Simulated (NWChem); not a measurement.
System: C4H5N2 cation; SMILES c1c[nH+]ccn1

Input file for NWChem:

```
start job
memory heap 200 mb stack 900 mb global 1100 mb
charge 1
geometry units angstroms noautosym nocenter noautoz
  C      0.000000     1.144726    -0.753641
  C      0.000000     1.175394     0.638822
  N      0.000000     0.000000     1.284115
  C      0.000000    -1.175394     0.638822
  C      0.000000    -1.144726    -0.753641
  N      0.000000     0.000000    -1.427225
  H      0.000000     2.078705    -1.324720
  H      0.000000     2.090604     1.234359
  H      0.000000     0.000000     2.307115
  H      0.000000    -2.090604     1.234359
  H      0.000000    -2.078705    -1.324720
end
basis spherical
  * library def2-svp
end
dft
  xc m05-2x
  iterations 150
end
cosmo
  do_cosmo_smd true
  solvent thf
end
task dft energy
```

NWChem printed, in part:

```
             Northwest Computational Chemistry Package (NWChem) 7.3.0
             --------------------------------------------------------

                             Geometry "geometry" -> ""
                             -------------------------

 Output coordinates in angstroms (scale by  1.889725989 to convert to a.u.)

  No.       Tag          Charge          X              Y              Z
 ---- ---------------- ---------- -------------- -------------- --------------
    1 C                    6.0000     0.00000000     1.14472600    -0.75364100
    2 C                    6.0000     0.00000000     1.17539400     0.63882200
    3 N                    7.0000     0.00000000     0.00000000     1.28411500
    4 C                    6.0000     0.00000000    -1.17539400     0.63882200
    5 C                    6.0000     0.00000000    -1.14472600    -0.75364100
    6 N                    7.0000     0.00000000     0.00000000    -1.42722500
    7 H                    1.0000     0.00000000     2.07870500    -1.32472000
    8 H                    1.0000     0.00000000     2.09060400     1.23435900
    9 H                    1.0000     0.00000000     0.00000000     2.30711500
   10 H                    1.0000     0.00000000    -2.09060400     1.23435900
   11 H                    1.0000     0.00000000    -2.07870500    -1.32472000

 Effective nuclear repulsion energy (a.u.)     219.1620129102

                                 NWChem DFT Module
                                 -----------------

 Summary of "ao basis" -> "ao basis" (spherical)
 ------------------------------------------------------------------------------
       Tag                 Description            Shells   Functions and Types
 ---------------- ------------------------------  ------  ---------------------
 C                          def2-svp                 6       14   3s2p1d
 N                          def2-svp                 6       14   3s2p1d
 H                          def2-svp                 3        5   2s1p

 in cosmo_initialize ...
 calling solv_data for solv:thf

 solvent parameters
 solvname_short: thf
 solvname_long:  tetrahydrofuran
 dielec:        7.4257
 dielecinf:     1.9740
 nonaqueous SMD model solvent descriptors
 dielec:        7.4257
 sola:          0.0000
 solb:          0.4800
 solc:          0.0000
 solg:         39.4400
 solh:          0.0000
 soln:          1.4050

[...]

                                COSMO-SMD solvation results
                                ---------------------------

             internal energy in gas <Psi(g)|H|Psi(g)> =      -264.420765831922
         internal energy in solvent <Psi(s)|H|Psi(s)> =      -264.417895801956
                               delta internal energy  =         0.002870029966 (    1.80 kcal/mol)
   total free energy in solvent <Psi(s)|H+V/2|Psi(s)> =      -264.515266618801
 polarization energy contribution <Psi(s)|V/2|Psi(s)> =        -0.097370816845 (  -61.10 kcal/mol)
    total free energy in solvent including G(SMD-CDS) =      -264.515935736796
                       G(SMD-CDS) energy contribution =        -0.000669117995 (   -0.42 kcal/mol)
     1 M fixed-concentration free energy of solvation =        -0.095169904874 (  -59.72 kcal/mol)

                       DFT Final Molecular Orbital Analysis
                       ------------------------------------

 Vector   19  Occ=2.000000D+00  E=-4.833959D-01
              MO Center=  9.8D-10, -1.0D-09, -4.8D-01, r^2= 2.4D+00
   Bfn.  Coefficient  Atom+Function         Bfn.  Coefficient  Atom+Function
  ----- ------------  ---------------      ----- ------------  ---------------
    74      0.396423   6 N  px               32     -0.327696   3 N  px
    77     -0.260129   6 N  px               35      0.237399   3 N  px
     4     -0.222063   1 C  px               60     -0.222063   5 C  px
     7     -0.135111   1 C  px               63     -0.135111   5 C  px
    18      0.068568   2 C  px               46      0.068568   4 C  px

 Vector   20  Occ=2.000000D+00  E=-3.973902D-01
              MO Center= -3.9D-10, -3.4D-09, -1.3D+00, r^2= 2.0D+00
   Bfn.  Coefficient  Atom+Function         Bfn.  Coefficient  Atom+Function
  ----- ------------  ---------------      ----- ------------  ---------------
    76      0.504442   6 N  pz               79     -0.376121   6 N  pz
    72      0.203569   6 N  s                73      0.189240   6 N  s
    20     -0.184839   2 C  pz               48     -0.184839   4 C  pz
     6      0.174516   1 C  pz               62      0.174516   5 C  pz
    85     -0.135080   7 H  s               105     -0.135080  11 H  s

 Vector   21  Occ=2.000000D+00  E=-3.961167D-01
              MO Center=  6.3D-09, -7.6D-09,  7.8D-03, r^2= 2.8D+00
   Bfn.  Coefficient  Atom+Function         Bfn.  Coefficient  Atom+Function
  ----- ------------  ---------------      ----- ------------  ---------------
    18      0.326757   2 C  px               46     -0.326757   4 C  px
     4      0.295871   1 C  px               60     -0.295871   5 C  px
    21      0.217613   2 C  px               49     -0.217613   4 C  px
     7      0.187654   1 C  px               63     -0.187654   5 C  px

 Vector   22  Occ=0.000000D+00  E=-9.452414D-02
              MO Center=  5.7D-09,  1.1D-08,  4.6D-02, r^2= 3.0D+00
   Bfn.  Coefficient  Atom+Function         Bfn.  Coefficient  Atom+Function
  ----- ------------  ---------------      ----- ------------  ---------------
    35      0.420268   3 N  px               77      0.382465   6 N  px
    32     -0.357807   3 N  px               74     -0.351386   6 N  px
    21     -0.288534   2 C  px               49     -0.288534   4 C  px
    18     -0.268111   2 C  px               46     -0.268111   4 C  px
     4     -0.153562   1 C  px               60     -0.153562   5 C  px

[...]
```

Level: M05-2X/def2-SVP, SMD on the gas-phase geometry. All runs use the structure optimised with PBE0/def2-SVP. Solvent: tetrahydrofuran.
